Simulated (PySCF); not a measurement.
Which orbitals make which state

Compound: C₅H₉OP.
Atom-mapped SMILES: `[CH2:1]=[C:2]([CH3:3])/[P:4]=[CH:5]/[O:6][CH3:7]` (hydrogens: H8, H9 on C1; H10, H11, H12 on C3; H13 on C5; H14, H15, H16 on C7)

Structure used (GFN2-xTB), in Å, numbered top down from 1:
```xyz
16
C5H9OP angstrom
C     -1.4964    0.4525   -2.7957
C     -0.9117    0.4119   -1.6002
C     -1.0418    1.5459   -0.6305
P      0.0464   -1.1011   -1.2276
C      0.6148   -0.7835    0.3256
O      1.3867   -1.7144    0.9400
C      1.8312   -1.3924    2.2341
H     -2.0865    1.2951   -3.1198
H     -1.4026   -0.3640   -3.4916
H     -1.6546    2.3335   -1.0641
H     -0.0644    1.9635   -0.3899
H     -1.5142    1.2135    0.2936
H      0.4178    0.1178    0.8958
H      2.4288   -2.2358    2.5751
H      2.4501   -0.4883    2.2287
H      0.9889   -1.2451    2.9191
```

Level of theory: PySCF 2.14.0, density-fitted response routines, TDDFT CAM-B3LYP/def2-SVPD, vertical, gas phase, core orbitals frozen in the response.

Orbital energies (eV): HOMO-3 -10.94, HOMO-2 -9.47, HOMO-1 -8.83, HOMO -7.21, LUMO -0.19, LUMO+1 1.17, LUMO+2 1.65.

**Question.** Among the lowest singlets, which states do these configurations lead, and at what energies: HOMO→LUMO+2, HOMO-1→LUMO, HOMO→LUMO+1, HOMO→LUMO, HOMO-2→LUMO?

**Answer.** 

```
state  leading configuration  weight  Δε (eV)  E (eV)  E − Δε (eV)       f  other configurations
   S1              HOMO→LUMO    0.96     7.02    4.58        -2.44   0.427                     –
   S2            HOMO-1→LUMO    0.98     8.63    4.93        -3.71  0.0072                     –
   S3            HOMO→LUMO+1    0.65     8.38    5.60        -2.78   0.016           H→L+4 (23%)
   S6            HOMO-2→LUMO    0.89     9.28    6.48        -2.79   0.073                     –
   S7            HOMO→LUMO+2    0.77     8.85    6.62        -2.24  0.0068                     –
```

E − Δε runs from -3.71 to -2.24 eV. By orbital difference alone the order would be S1, S3, S2, S7, S6. Δε is the difference of the two orbital energies.

H and L stand for HOMO and LUMO. The other states: S4 6.01 eV, f 0.030, H→L+3 (90%), H-2→L (8%); S5 6.16 eV, f 0.0094, H→L+4 (33%), H→L+1 (23%), H→L+6 (17%); S8 6.83 eV, f 0.0004, H→L+5 (34%), H-3→L (32%), H-1→L+3 (13%).

**Question.** Which computed triplets share their leading configuration (75% or more) with a singlet, and how far apart are the partners?

**Answer.** 

| configuration | triplet | E(T) (eV) | singlet | E(S) (eV) | E(S) − E(T) (eV) |
| --- | --- | --- | --- | --- | --- |
| HOMO→LUMO | T1 | 2.32 | S1 | 4.58 | +2.26 |
| HOMO-1→LUMO | T2 | 4.20 | S2 | 4.93 | +0.73 |

The 3 triplets are Tamm–Dancoff values, the singlets full response.

Summed over the main configurations (up to three a state, each over 8%) of all 8 singlets, the electron leaves HOMO with weight 4.57, HOMO-1 with weight 1.11, HOMO-2 with weight 0.97 and HOMO-3 with weight 0.32.

One conformer stands for the species.
